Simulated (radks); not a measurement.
Q: Coherent X-ray form factor from a spherical all-electron density. All-electron calculation, scalar-relativistic Kohn-Sham, BLYP, spin-polarised, spherical densities, finite nucleus; Fermi nuclear charge, rms radius of each element as measured or else 0.836 A^(1/3) + 0.57 fm. Program: a radial shooting solver on a logarithmic mesh with Libxc functionals.

sin(theta)/lambda (1/angstrom)  f0 (electrons)
0.05                                    71.038
0.1                                     68.533
0.15                                    65.235
0.2                                     61.694
0.25                                    58.159
0.3                                     54.729
0.4                                     48.381
0.5                                     42.870
0.6                                     38.166
0.8                                     30.634
1                                       25.021
1.25                                    20.207
1.5                                     17.199
2                                       13.617

The species is in the configuration that NIST lists as its ground one. Which atom or ion scatters so?

A: The tantalum ion Ta+, [Xe] 4f14 5d(up 1.5, down 1.5) 6s(up 0.5, down 0.5). Extrapolating in s^2 from the first two rows gives f0(0) = 71.9, near the electron count 72; among species with that count, the fall with angle is slower the higher Z, and the table is that of Z = 73; from so few rows the species is fixed only to a neighbour or two.
